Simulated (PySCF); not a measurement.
Cost of one run: EPR job, `NB[SiH2][CH][SiH3]` [radical].

Method: UKS B3LYP, pcH-1 on B C H N Si, non-relativistic, mean-field spin-orbit, GIAO (PySCF 2.14.0). Geometry: GFN2-xTB. Work: unrestricted SCF, g, hyperfine, density and orbital grids written, density fitting. The command runs a driver script over a list of jobs; the input below is this job's line of settings and its coordinates in Å.

Command:
```bash
OMP_NUM_THREADS=1 python probes_run.py task.json out
```

Input:
```
{"job": {"kind": "epr", "basis": "pcH-1"}, "charge": 0, "multiplicity": 2}
N      1.843877     0.926437    -0.171060
B      1.928931    -0.411735     0.134790
Si     0.299172    -1.532507     0.101967
C     -1.162877    -0.510008     0.618013
Si    -1.942717     0.898762    -0.298057
H      0.978550     1.390597    -0.400870
H      2.631322     1.556099    -0.192458
H      2.995316    -0.838400     0.385915
H      0.039781    -2.053516    -1.260481
H      0.344633    -2.726328     0.972333
H     -1.505608    -0.640504     1.637763
H     -3.405711     0.868692    -0.191748
H     -1.545422     0.865939    -1.711753
H     -1.499925     2.205999     0.238983
```

Hardware: an Arm Neoverse V1 with one thread, shared host with 32 logical CPUs at a one-minute load of 35. PySCF's memory limit was set to 1600 MB.

Question: How large is the basis?

Answer: 235 functions.

Question: Which is nearest to the wall time?
A. 6.8 s
B. 0.91 s
C. 55 s

Answer: C. The run took 55 s. CPU seconds by part: SCF 20, spin–orbit mean field 1.9, g tensor 20, hyperfine 7.1.

Question: How much memory does it need at the peak?

Answer: About 0.79 GiB. Peak memory is the resident size of the whole Python process, interpreter and libraries included.

Question: At this speed, how long would 5000 such jobs take on 64 cores, one job a core?

Answer: 5000/64 gives 79 rounds of 55 s, about 72 min of wall time and 76 core-hours, if the jobs don't slow each other.

The host was shared with other jobs, so the times are rough.

The run converged: ⟨S²⟩ 0.754; g_iso 2.0027.
